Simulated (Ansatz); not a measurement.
## Which level was it?

AlSiNH6O: 10 atoms, total charge 0, spin state singlet. SMILES: `O[SiH2][NH][AlH2]`. Geometry: relaxed at PBE0-D4/def2-TZVP. This is one conformer, not always the lowest.

```jsonl
{"atom": "O", "x (Å)": "-1.8174", "y (Å)": "-0.6938", "z (Å)": "-1.0565"}
{"atom": "Si", "x (Å)": "-0.5766", "y (Å)": "0.3739", "z (Å)": "-0.8516"}
{"atom": "N", "x (Å)": "0.6933", "y (Å)": "-0.3823", "z (Å)": "0.0096"}
{"atom": "Al", "x (Å)": "1.2333", "y (Å)": "-0.0948", "z (Å)": "1.6863"}
{"atom": "H", "x (Å)": "-2.3998", "y (Å)": "-0.5479", "z (Å)": "-1.8031"}
{"atom": "H", "x (Å)": "-1.0002", "y (Å)": "1.5438", "z (Å)": "-0.0395"}
{"atom": "H", "x (Å)": "-0.1428", "y (Å)": "0.8313", "z (Å)": "-2.2032"}
{"atom": "H", "x (Å)": "1.1594", "y (Å)": "-1.1278", "z (Å)": "-0.4930"}
{"atom": "H", "x (Å)": "0.5084", "y (Å)": "1.0306", "z (Å)": "2.5252"}
{"atom": "H", "x (Å)": "2.4254", "y (Å)": "-0.9842", "z (Å)": "2.2287"}
```

A calculation with Ansatz 0.2.0 gave:

The total energy is -665.5125 Eh and the dipole moment is 1.39 D. The HOMO energy is -10.38 eV and the LUMO energy is 0.86 eV. The HOMO–LUMO gap is 11.24 eV. The largest force is 0.709 eV/Å.

Q: Which of these levels gave the numbers?
A. HF/3-21G
B. B3LYP/6-31G* (spherical functions)
C. wB97X/6-31+G* (spherical functions)
D. HF/def2-SVP

A: C. The others give -660.1541 Eh (HF/3-21G), -663.4839 Eh (HF/def2-SVP), -665.5873 Eh (B3LYP/6-31G* (spherical functions)).
